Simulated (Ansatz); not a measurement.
A nudged elastic band was laid between two geometries of GeH4O + H2 (8 atoms, charge 0, multiplicity 1).

These are results of RKS r2SCAN/def2-SVP (Ansatz), not measurements.

```
movable images  : 5
climbing image  : yes
spring          : 5.0 eV/Å²
optimiser       : quadratic models (default)
start path      : through a guess of the saddle point
force threshold : 0.03 eV/Å
iteration limit : 60
end points      : relaxed
```

Image 0:

```xyz
8
Properties=species:S:1:pos:R:3
Ge -0.310 0.495 -0.228
O 0.163 0.007 1.428
H -0.593 -0.296 1.948
H 1.007 0.919 -0.878
H -1.305 1.671 -0.167
H -0.952 -0.690 -0.974
H 1.517 -2.846 2.094
H 1.278 -2.146 1.915
```

Image 6:

```xyz
8
Properties=species:S:1:pos:R:3
Ge -0.247 -0.326 -0.477
O 0.768 -0.006 2.514
H -0.054 -0.452 2.756
H 1.142 0.310 -0.550
H -1.236 0.601 0.233
H -0.753 -0.597 -1.904
H -0.171 -1.671 0.259
H 1.357 -0.744 2.308
```

Which bonds break or form, and what moves?

Bonds broken: Ge1–O2, H7–H8. Bonds formed: Ge1–H7, O2–H8. GeH4O + H2 becomes GeH4 + H2O.

What energy profile does the band end with?

The forces met the threshold. The highest image is number 3 of 0 to 6, 173.6 kJ/mol above the first end and 183.6 kJ/mol above the last; the last end lies 10.0 kJ/mol below the first. Neighbouring images differ by up to 1.6 eV, so the band resolves the path poorly. A vibrational analysis at the climbing image gives one clearly imaginary mode, 1269i cm⁻¹: a first-order saddle point. The orbitals stay closed-shell, which can raise the energy where a bond breaks towards radicals; this wasn't checked here.

```json
{"image": "0", "path coordinate (Å)": "0.00", "energy (kJ/mol)": "0.0", "Ge1–O2 (Å)": "1.79", "H7–H8 (Å)": "0.76", "Ge1–H7 (Å)": "4.46"}
{"image": "1", "path coordinate (Å)": "1.11", "energy (kJ/mol)": "1.0", "Ge1–O2 (Å)": "1.79", "H7–H8 (Å)": "0.76", "Ge1–H7 (Å)": "3.79"}
{"image": "2", "path coordinate (Å)": "2.23", "energy (kJ/mol)": "18.7", "Ge1–O2 (Å)": "1.80", "H7–H8 (Å)": "0.77", "Ge1–H7 (Å)": "2.74"}
{"image": "3", "path coordinate (Å)": "3.34", "energy (kJ/mol)": "173.6", "Ge1–O2 (Å)": "2.03", "H7–H8 (Å)": "1.08", "Ge1–H7 (Å)": "1.90"}
{"image": "4", "path coordinate (Å)": "4.34", "energy (kJ/mol)": "39.4", "Ge1–O2 (Å)": "2.79", "H7–H8 (Å)": "1.57", "Ge1–H7 (Å)": "1.56"}
{"image": "5", "path coordinate (Å)": "5.34", "energy (kJ/mol)": "-4.4", "Ge1–O2 (Å)": "3.23", "H7–H8 (Å)": "2.13", "Ge1–H7 (Å)": "1.53"}
{"image": "6", "path coordinate (Å)": "6.35", "energy (kJ/mol)": "-10.0", "Ge1–O2 (Å)": "3.17", "H7–H8 (Å)": "2.72", "Ge1–H7 (Å)": "1.54"}
```

What is the geometry of the highest image?


```xyz
8
Properties=species:S:1:pos:R:3
Ge 0.065 -0.103 -0.048
O 0.122 -0.167 1.982
H -0.740 -0.269 2.421
H 1.372 0.387 -0.676
H -0.864 1.140 0.089
H -0.743 -1.114 -0.880
H 0.972 -1.606 0.668
H 0.622 -1.153 1.584
```

The run took 2.8 min on 2 threads of Arm Neoverse V2 (shared host), peak memory 0.17 GiB.
